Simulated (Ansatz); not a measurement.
Ideal-gas functions of H4O3SeZr (`[OH][Zr]([OH])([OH])[SeH]`) at 600 K and 1 bar, from an Ansatz frequency run at PBE0-D4/def2-TZVP.

Molar mass 222.21 g/mol, point group C1 (symmetry number 1), electronic degeneracy 1, moments of inertia 183.044, 513.429, 519.309 u Å². Harmonic wavenumbers (cm⁻¹, unscaled): 58, 103, 106, 121, 140, 167, 175, 215, 228, 243, 263, 272, 351, 444, 713, 717, 722, 2422, 3996, 4003, 4007.

Use S(trans) = R[1.5 ln M + 2.5 ln T − 1.1517]; rotational temperatures θ = 24.2544 K / I; S(rot) = R[ln(√π/σ · √(T³/θAθBθC)) + 1.5]; for each mode x = 1.438777 ν̃/T, S = R[x/(eˣ − 1) − ln(1 − e⁻ˣ)] and H = RT x/(eˣ − 1); 1 cm⁻¹ = 0.0119627 kJ/mol; R = 8.31446 J/(mol·K).

Q: By hand: the entropy, in J/(mol·K).

A: Translation 190.8. Rotation: θ = 0.1325, 0.0472, 0.0467 K, giving 130.8. Vibration, mode by mode: 24.72, 19.96, 19.73, 18.63, 17.43, 15.98, 15.60, 13.91, 13.44, 12.92, 12.28, 12.01, 9.99, 8.18, 4.80, 4.76, 4.72, 0.17, 0.01, 0.01, 0.01, in all 229.2. Electronic 0.0. Sum 550.8 J/(mol·K).

Q: By hand: H − E and G − E in kJ/mol, counted from the electronic energy.

A: Zero-point energy ½ × 19466 × 0.0119627 = 116.4; thermal vibration 60.0; translation, rotation and pV give 4 RT = 20.0. H − E = 196.4 kJ/mol, and G − E = 196.4 − 600 × 550.8/1000 = -134.1 kJ/mol.

Vibration gives 42 % of the entropy, 100.5 J/(mol·K) of it from the modes under 150 cm⁻¹: soft modes count most, and the harmonic formula is weakest for them. The sum counts one conformer and one mirror image; others add a mixing term.
